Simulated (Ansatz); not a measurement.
(1) Predict a relaxed structure of `CN(C)c1ccc(-c2ccc(-c3ccc(C#N)[se]3)[se]2)[se]1`, charge 0, singlet, at r2SCAN-D4/def2-SVP (Ansatz).

## Answers

(1) 
Cartesian coordinates in Å:
```
C 1.575 -4.178 3.535
N 1.021 -4.404 2.219
C 0.766 -5.741 1.723
C 0.661 -3.350 1.440
C 0.083 -3.377 0.173
C -0.170 -2.105 -0.387
C 0.176 -0.999 0.373
C 0.043 0.391 0.077
C 0.397 1.488 0.857
C 0.142 2.755 0.295
C -0.430 2.761 -0.969
C -0.800 3.876 -1.786
C -1.375 3.869 -3.055
C -1.632 5.133 -3.624
C -1.275 6.219 -2.839
C -1.410 7.586 -3.140
N -1.513 8.728 -3.371
Se -0.533 5.650 -1.201
Se -0.698 0.981 -1.559
Se 0.924 -1.571 2.025
H 2.493 -3.564 3.481
H 1.836 -5.139 3.996
H 0.857 -3.659 4.199
H 1.126 -6.475 2.455
H -0.313 -5.913 1.556
H 1.290 -5.917 0.767
H -0.157 -4.306 -0.346
H -0.620 -1.992 -1.378
H 0.846 1.368 1.848
H 0.381 3.684 0.822
H -1.612 2.935 -3.573
H -2.080 5.266 -4.611
```
 This is one stationary point.
